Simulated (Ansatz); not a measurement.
`C[SiH](O)Cl` + H₂ → `C[SiH2]Cl` + H₂O  (hydrogenolysis of the Si–O bond)

Isolated molecules relaxed with PBE0-D4/def2-TZVP in Ansatz; ΔE leaves out vibrations. CBS: MP2 limit from def2 TZ/QZ plus the TZ coupled-cluster correction, frozen cores. This one scheme is used for every species. Functionals use def2-TZVPP. B3LYP here is the variant with VWN-RPA as its local correlation; programs differ in this. One conformer a species, not always the lowest.

| level | ΔE (kJ/mol) |
| --- | --- |
| BLYP-D4 | 89.0 |
| BHLYP-D4 | 87.5 |
| ωB97M-V | 88.2 |
| B3LYP | 81.6 |
| r2SCANh | 89.7 |
| CAM-B3LYP | 85.2 |
| MP2/def2-TZVPP | 90.7 |
| SCS-MP2/def2-QZVPP | 87.3 |

(1) What does CCSD(T)/CBS give? (An estimate is asked.)

Largest T1 diagnostic among the species: 0.010.

## Answers

(1) Ansatz gave: +84.5 kJ/mol. The listed levels differ from it by 4.5, 3.0, 3.7, -2.9, 5.2, 0.7, 6.2, 2.8 kJ/mol.

The D4 term adds +5.9 kJ/mol with B3LYP and +3.1 kJ/mol with PBE0; it sums over pairs of atoms, weighted by their polarisabilities, and B3LYP, whose exchange is more repulsive, gets the larger term. From r2SCAN to r2SCAN0 (25 % exact exchange), in def2-TZVPP and without D4, ΔE moves by −3.3 kJ/mol.
